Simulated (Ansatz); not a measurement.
Basis-set extrapolation for `CB(C)CS` (PBE0-D4/def2-TZVP geometry, frozen core, Ansatz). Multiplicity 1, RHF reference.

```json
{"": "HF", "def2-TZVPP": "-541.134745", "def2-QZVPP": "-541.152710"}
{"": "MP2 correlation", "def2-TZVPP": "-0.817348", "def2-QZVPP": "-0.872288"}
{"": "CCSD(T) correlation", "def2-TZVPP": "-0.915256", "def2-QZVPP": "not run"}
```

Energies in hartree. Use E(X) = E(∞) + A·exp(−7.88·√X) for Hartree–Fock and E(X) = E(∞) + B·X^(−2.97) for correlation, with X = 3 and 4, and add CCSD(T) minus MP2 of the smaller set to the MP2 limit.

Question: What is the CCSD(T) energy at the basis-set limit?

Answer: HF limit: -541.152710 + (-0.017965) × 0.13774 = -541.15518. MP2 limit: -0.872288 + (-0.054940) × 0.74074 = -0.91298. Higher-order term: -0.915256 − (-0.817348) = -0.09791. Total: -542.16607 hartree, 304.7 kJ/mol below CCSD(T)/def2-TZVPP.
